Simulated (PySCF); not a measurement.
## Spin states and ions at one geometry of Tl2Br2

PySCF 2.14.0, RKS PBE, Tl def2-SVP with ECP60, Br def2-SVP; non-relativistic Hamiltonian with scalar-relativistic core potentials where named; density fitting; no spin-orbit coupling; singlets restricted, open shells unrestricted. The geometry is relaxed for charge 0, singlet, vacuum:

```xyz
4

Tl    0.0000    0.0000    2.1108
Tl    0.0000    0.0000   -2.1108
Br    2.0629    0.0000    0.0000
Br   -2.0629    0.0000    0.0000
```

Energies count from the relaxed state; an electron taken off or put on is at rest in vacuum. Charges and spins are Mulliken's.

```tsv
state	energy (eV)	spin squared	charge on Tl1 (e)	spin on Tl1 (e)	dipole about the centre of mass (D)
charge 0, singlet, vacuum	0.00	0.00	0.40	0.00	0.00
charge 0, triplet, vacuum	3.69	2.00	0.21	0.65	0.00
charge +1, doublet, vacuum	8.33	0.75	0.65	0.11	0.00
```

Problem. What does the state charge -1, doublet, vacuum give?

Solution. energy (eV) -0.34, spin squared 0.75, charge on Tl1 (e) -0.06, spin on Tl1 (e) 0.52, dipole about the centre of mass (D) 0.00.

With an electron taken off (doublet) the charges change, summed by element, by Tl +0.50 e, Br +0.50 e. The vertical ionisation energy is 8.33 eV, against −ε(HOMO) = 5.84 eV of the relaxed state. The level lies 2.5 eV too high, as is usual for semilocal functionals and global hybrids, which keep a self-interaction error.

With an electron put on (doublet) the charges change, summed by element, by Tl -0.92 e, Br -0.08 e. The vertical electron affinity is 0.34 eV, against −ε(LUMO) = 2.26 eV of the relaxed state. The basis has no diffuse functions, which an added electron needs. The added electron's level lies above zero.

Open shells may have lower solutions than those found. Hard to converge, so the more doubtful: charge 0, triplet, vacuum.
